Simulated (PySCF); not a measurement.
PySCF input (M06-2X/6-31G* with LANL2DZ past Ar (5d)):

```python
from pyscf import gto, dft

mol = gto.M(
    atom='''
    C     1.66094900   -0.60667300   -0.18653100
    Ge   -0.02573000    0.35745700    0.19870600
    C    -1.57534800   -0.72532800   -0.39214100
    H     1.72328800   -0.80749600   -1.25875600
    H     1.68547900   -1.55476700    0.34956600
    H     2.52240900   -0.01003700    0.10952500
    H    -0.02781800    1.72052800   -0.55504200
    H    -1.48686000   -0.92519300   -1.46270400
    H    -1.59822000   -1.67516000    0.14094500
    H    -2.50852000   -0.19449100   -0.21010100
    ''',
    basis={'default': '6-31g*', 'Ge': 'lanl2dz'},
    ecp={'Ge': 'lanl2dz'},
    charge=0,
    spin=1,
    verbose=4,
)

mf = dft.UKS(mol, xc='m062x')
mf.grids.level = 4
mf.conv_tol = 1e-9
mf.max_cycle = 100
mf.max_memory = 1500
mf.kernel()
if not mf.converged:
    mf = mf.newton()
    mf.kernel(mf.make_rdm1())
mo, _, stable, _ = mf.stability(return_status=True)
if not stable:
    mf.kernel(mf.make_rdm1(mo, mf.mo_occ))
    stable = mf.stability(return_status=True)[2]
mf.dip_moment()
```

From the output:

```
  HOMO = -0.225642406071  LUMO = -0.0691987664193  gap/eV = 4.25705
cycle= 4 E= -84.0682858838369  delta_E= -0.00126  |g|= 0.00957  |ddm|= 0.0604
  alpha nocc = 12  HOMO = -0.22931218897789  LUMO = 0.0833668906026777
  beta  nocc = 11  HOMO = -0.344627877640834  LUMO = -0.0708699905030716
  HOMO = -0.229312188978  LUMO = -0.0708699905031  gap/eV = 4.31143
cycle= 5 E= -84.0683489798854  delta_E= -6.31e-05  |g|= 0.0011  |ddm|= 0.0147
  alpha nocc = 12  HOMO = -0.229752971871813  LUMO = 0.0832808594956074
  beta  nocc = 11  HOMO = -0.344771528420166  LUMO = -0.0711620021343418
  HOMO = -0.229752971872  LUMO = -0.0711620021343  gap/eV = 4.31548
cycle= 6 E= -84.0683512865329  delta_E= -2.31e-06  |g|= 0.000297  |ddm|= 0.00446
  alpha nocc = 12  HOMO = -0.229771152319469  LUMO = 0.0832896537368999
  beta  nocc = 11  HOMO = -0.344769954067674  LUMO = -0.071138465619633
  HOMO = -0.229771152319  LUMO = -0.0711384656196  gap/eV = 4.31662
cycle= 7 E= -84.0683514719043  delta_E= -1.85e-07  |g|= 6.9e-05  |ddm|= 0.00133
  alpha nocc = 12  HOMO = -0.229775596082376  LUMO = 0.0832846676790506
  beta  nocc = 11  HOMO = -0.344773504582449  LUMO = -0.0711284654839321
  HOMO = -0.229775596082  LUMO = -0.0711284654839  gap/eV = 4.31701
cycle= 8 E= -84.0683514821576  delta_E= -1.03e-08  |g|= 2.09e-05  |ddm|= 0.000273
  alpha nocc = 12  HOMO = -0.229779282919219  LUMO = 0.0832803313091528
  beta  nocc = 11  HOMO = -0.344778220627068  LUMO = -0.0711315778706645
  HOMO = -0.229779282919  LUMO = -0.0711315778707  gap/eV = 4.31702
cycle= 9 E= -84.0683514830361  delta_E= -8.79e-10  |g|= 5.14e-06  |ddm|= 7.29e-05
  alpha nocc = 12  HOMO = -0.229778894125323  LUMO = 0.0832798389039535
  beta  nocc = 11  HOMO = -0.344778886867376  LUMO = -0.0711319076836663
  HOMO = -0.229778894125  LUMO = -0.0711319076837  gap/eV = 4.31700
Extra cycle  E= -84.0683514830974  delta_E= -6.13e-11  |g|= 2.41e-06  |ddm|= 1.36e-05
converged SCF energy = -84.0683514830974  <S^2> = 0.75066576  2S+1 = 2.0006656
uhf_internal: lowest eigs of H = [0.31264108 0.33183718 0.40384805]
<class 'pyscf.dft.uks.UKS'> wavefunction is stable in the internal stability analysis
Dipole moment(X, Y, Z, Debye):  0.02268, -0.64175,  0.01289
```

The geometry given is a B3LYP-D3(BJ)/def2-TZVP minimum.
